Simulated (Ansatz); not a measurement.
`[NH2][In]([OH])[Br]` and `[NH2][In]([OH])[SH]` differ in one atom or group.

Ansatz, PBE0-D4/def2-TZVP geometries, multiplicity 1. Each molecule was computed in one conformer, which needn't be the lowest.

Elements past krypton have def2 core potentials. Scalar relativity is left out up to krypton.

```
                             property  `[NH2][In]([OH])[Br]`
HOMO–LUMO gap (B3LYP/def2-TZVPP) / eV                   5.46
   LUMO energy (PBE0/def2-TZVPP) / eV                  -1.79
    LUMO energy (PBE/def2-TZVPP) / eV                  -2.66
 HOMO–LUMO gap (PBE0/def2-TZVPP) / eV                   6.04
  LUMO energy (B3LYP/def2-TZVPP) / eV                  -2.12
  HOMO energy (B3LYP/def2-TZVPP) / eV                  -7.59
```

Task: Give the same properties after the change, and the shifts. (Estimate.)

Result: The calculation gave: 
```json
{"property": "HOMO–LUMO gap (B3LYP/def2-TZVPP) / eV", "`[NH2][In]([OH])[SH]`": "5.46", "shift": "0.00"}
{"property": "LUMO energy (PBE0/def2-TZVPP) / eV", "`[NH2][In]([OH])[SH]`": "-1.37", "shift": "0.42"}
{"property": "LUMO energy (PBE/def2-TZVPP) / eV", "`[NH2][In]([OH])[SH]`": "-2.24", "shift": "0.42"}
{"property": "HOMO–LUMO gap (PBE0/def2-TZVPP) / eV", "`[NH2][In]([OH])[SH]`": "6.04", "shift": "0.00"}
{"property": "LUMO energy (B3LYP/def2-TZVPP) / eV", "`[NH2][In]([OH])[SH]`": "-1.70", "shift": "0.42"}
{"property": "HOMO energy (B3LYP/def2-TZVPP) / eV", "`[NH2][In]([OH])[SH]`": "-7.16", "shift": "0.43"}
```

The zero-point energy changes by 21.4 kJ/mol with +3 modes.

B3LYP here is the variant with VWN-RPA as its local correlation; programs differ in this.

Spin–orbit coupling is left out; it splits and shifts lone-pair levels of the heavy atoms by tenths of an eV.
